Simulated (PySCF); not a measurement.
Dipole response of Rh (rhodium, neutral)

[Kr] 4d8 5s1, high-spin 4F determinant. All numbers are calculated (PySCF 2.14, a scalar-relativistic core potential, in aug-cc-pV5Z-PP with ECP28MDF). Coupled (time-dependent) response in atomic units; α is the mean over directions.

```json
{"method": "PBEsol", "mean α (bohr³)": "52.70", "C₆ (like pair)": "470.3", "S(−4)": "1700"}
```

S(−4) is the Cauchy moment in α(ω) = α(0) + S(−4) ω² + …

Reference α: 66 ± 10 bohr³ (recommended; Schwerdtfeger and Nagle, table of static dipole polarizabilities (2023 update)). Published C₆: 708.0 (Gould and Bucko (2016)).

Spin-orbit coupling is absent.

α(iu) at PBEsol:

| u (hartree) | α(iu) (bohr³) |
| --- | --- |
| 0 | 52.70 |
| 0.0500 | 48.87 |
| 0.100 | 40.79 |
| 0.200 | 26.89 |
| 0.300 | 19.03 |
| 0.500 | 11.62 |
| 0.750 | 7.598 |
| 1.00 | 5.506 |
| 1.50 | 3.359 |
| 2.00 | 2.280 |
| 3.00 | 1.245 |
| 5.00 | 0.5293 |

A single London oscillator, α(iu) = α/(1 + u²/ω²), gives C₆ = (3/4) ω α². Matching the computed C₆ needs ω = 4 × 470.3 / (3 × 52.70²) = 0.226 hartree.

Energies and moments cover only the electrons outside the core potential.
